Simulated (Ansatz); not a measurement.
Isolated molecules relaxed with PBE0-D4/def2-TZVP in Ansatz; ΔE leaves out vibrations. CCSD(T)/CBS is the MP2 limit (def2-TZVPP, def2-QZVPP) plus CCSD(T) − MP2 in def2-TZVPP, frozen cores. This one scheme is used for every species. DFT in def2-TZVPP. B3LYP here is the variant with VWN-RPA as its local correlation; programs differ in this. HSE06 is defined as in plane-wave codes. Triplets are unrestricted, without spin–orbit coupling. For Ge outer-core shells are correlated without core-valence functions, which leaves a few kJ/mol of doubt a bond. Scalar relativity is left out up to krypton.

`[CH3][GeH]([F])[Cl]` → `[CH2]` (triplet) + `[F][GeH2][Cl]`  (formal loss of a carbene)

| level | ΔE (eV) | difference from CCSD(T)/CBS |
| --- | --- | --- |
| LDA (SPW92) | 5.73 | 0.69 |
| PBE-D4 | 5.07 | 0.03 |
| revPBE-D4 | 4.92 | -0.12 |
| BLYP-D4 | 4.92 | -0.12 |
| r2SCAN-D4 | 4.80 | -0.24 |
| B97M-V | 4.99 | -0.05 |
| PBE0-D4 | 4.98 | -0.06 |
| B3LYP-D4 | 4.93 | -0.11 |
| r2SCANh-D4 | 4.78 | -0.26 |
| r2SCAN0-D4 | 4.75 | -0.29 |
| HSE06-D4 | 4.99 | -0.05 |
| BHLYP-D4 | 4.81 | -0.23 |
| CAM-B3LYP-D4 | 4.97 | -0.07 |
| ωB97X-V | 5.11 | 0.07 |
| ωB97M-V | 5.04 | 0.00 |
| B2PLYP | 4.92 | -0.12 |
| PBE | 5.00 | -0.04 |
| BLYP | 4.79 | -0.25 |
| r2SCAN | 4.78 | -0.26 |
| PBE0 | 4.93 | -0.11 |
| B3LYP | 4.83 | -0.21 |
| r2SCAN0 | 4.74 | -0.30 |
| HSE06 | 4.94 | -0.10 |
| BHLYP | 4.73 | -0.31 |
| CAM-B3LYP | 4.91 | -0.13 |
| LC-ωPBE | 4.89 | -0.15 |
| RPA@PBE/def2-TZVPP | 4.82 | -0.22 |
| MP2/def2-SVP | 4.85 | -0.19 |
| CCSD/def2-SVP | 4.64 | -0.40 |
| CCSD(T)/def2-SVP | 4.72 | -0.32 |
| HF/def2-TZVPP | 3.46 | -1.58 |
| MP2/def2-TZVPP | 5.08 | 0.04 |
| SCS-MP2/def2-TZVPP | 5.05 | 0.01 |
| CCSD/def2-TZVPP | 4.80 | -0.24 |
| CCSD(T)/def2-TZVPP | 4.92 | -0.12 |
| HF/def2-QZVPP | 3.45 | -1.59 |
| MP2/def2-QZVPP | 5.15 | 0.11 |
| SCS-MP2/def2-QZVPP | 5.13 | 0.09 |
| HF/CBS(def2) | 3.45 | -1.59 |
| CCSD/CBS(def2) | 4.93 | -0.11 |
| CCSD(T)/CBS | 5.04 | 0 |

Largest T1 diagnostic among the species: 0.011.

At CCSD(T), def2-SVP lies −0.32 eV from the extrapolated value and def2-TZVPP −0.13 eV. From BLYP to BHLYP (50 % exact exchange), in def2-TZVPP and without D4, ΔE moves by −0.06 eV.
